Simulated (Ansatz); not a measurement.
Basis-set extrapolation for `B[Si](F)(Cl)O[SiH3]` (PBE0-D4/def2-TZVP geometry, frozen core, Ansatz). Multiplicity 1, RHF reference.

|  | def2-TZVPP | def2-QZVPP |
| --- | --- | --- |
| HF | -1239.588911 | -1239.630522 |
| MP2 correlation | -0.999917 | -1.088614 |
| CCSD(T) correlation | -1.093915 | not run |

Energies in hartree. Use E(X) = E(∞) + A·exp(−7.88·√X) for Hartree–Fock and E(X) = E(∞) + B·X^(−2.97) for correlation, with X = 3 and 4, and add CCSD(T) minus MP2 of the smaller set to the MP2 limit.

**Question.** What is the CCSD(T) energy at the basis-set limit?

**Answer.** HF limit: -1239.630522 + (-0.041611) × 0.13774 = -1239.63625. MP2 limit: -1.088614 + (-0.088697) × 0.74074 = -1.15432. Higher-order term: -1.093915 − (-0.999917) = -0.09400. Total: -1240.88457 hartree, 126.6 kcal/mol below CCSD(T)/def2-TZVPP.
